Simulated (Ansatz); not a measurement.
FeN2H4⁻, that is Fe(NH2)2 with one electron more. Charge -1, multiplicity 4. Geometry PBE0-D4/def2-TZVP, that of the neutral quintet; atoms count from 1.

```xyz
7

Fe    0.000    0.000    0.000
N     1.693    0.595   -0.446
H     2.197    0.357   -1.287
H     2.268    1.209    0.110
N    -1.693   -0.594    0.447
H    -1.905   -1.431    0.968
H    -2.560   -0.136    0.208
```

The charge -1 quartet is spin-contaminated (final ⟨S²⟩ up to 3.93, 3.75 for a pure state). The highest occupied level of the charge -1 quartet lies above zero (up to 1.18 eV). By energy differences its removal costs 0.47 eV (vertical, to the charge 0 quintet, at PBE0-D4/def2-TZVPD); a positive level beside a positive removal energy at the same level points to self-interaction error.

(1) Estimate the Mulliken populations from the PBE0/def2-TZVPD orbitals of Ansatz.

(2) Where does the spin sit?

Answers

(1) 
```
atom  charge (e)  spin (α − β)  d electrons
 Fe1       -1.05          2.61         6.46
  N2       -0.17          0.09            –
  H3        0.10          0.05            –
  H4        0.10          0.05            –
  N5       -0.17          0.09            –
  H6        0.10          0.05            –
  H7        0.10          0.05            –
```
Mulliken values and Mayer orders depend strongly on the basis. With diffuse functions, as here, like atoms can get unlike values, and bond orders can come out too low or too high.

(2) Summed by element: Fe 2.61, N 0.18, H 0.21, of 3 unpaired in all. Largest on single atoms: Fe1 2.61, N2 0.09, N5 0.09.
